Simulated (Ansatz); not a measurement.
One change: `CC[Se][SiH2]C` becomes `CC[Se]BF`.

Ansatz, PBE0-D4/def2-TZVP geometries, multiplicity 1. Each molecule was computed in one conformer, which needn't be the lowest.

Scalar relativity is left out up to krypton.

```csv
property,`CC[Se][SiH2]C`
HOMO energy (PBE0/def2-TZVPP) / eV,-6.42
LUMO energy (B3LYP/def2-TZVPP) / eV,-0.29
LUMO energy (ωB97M-V/def2-TZVPP) / eV,1.63
HOMO–LUMO gap (B3LYP/def2-TZVPP) / eV,5.90
size of the dipole moment (B3LYP/def2-TZVPP) / D,0.91
size of the dipole moment (PBE/def2-TZVPP) / D,0.83
```

Give the same properties after the change, and the shifts. (An estimate is asked.)

The calculation gave: 
| property | `CC[Se]BF` | shift |
| --- | --- | --- |
| HOMO energy (PBE0/def2-TZVPP) / eV | -7.23 | -0.81 |
| LUMO energy (B3LYP/def2-TZVPP) / eV | -0.81 | -0.52 |
| LUMO energy (ωB97M-V/def2-TZVPP) / eV | 1.33 | -0.30 |
| HOMO–LUMO gap (B3LYP/def2-TZVPP) / eV | 6.18 | 0.28 |
| size of the dipole moment (B3LYP/def2-TZVPP) / D | 1.41 | 0.50 |
| size of the dipole moment (PBE/def2-TZVPP) / D | 1.52 | 0.69 |

With PBE0 the HOMO falls by 0.81 eV and the LUMO falls by 0.53 eV, so the gap widens by about 0.28 eV. PBE moves the HOMO by -0.84 eV and ωB97M-V by -0.78 eV. Dipoles are sizes alone; their direction can turn.

B3LYP here is the variant with VWN-RPA as its local correlation; programs differ in this.

Spin–orbit coupling is left out; it splits and shifts lone-pair levels of the heavy atoms by tenths of an eV.
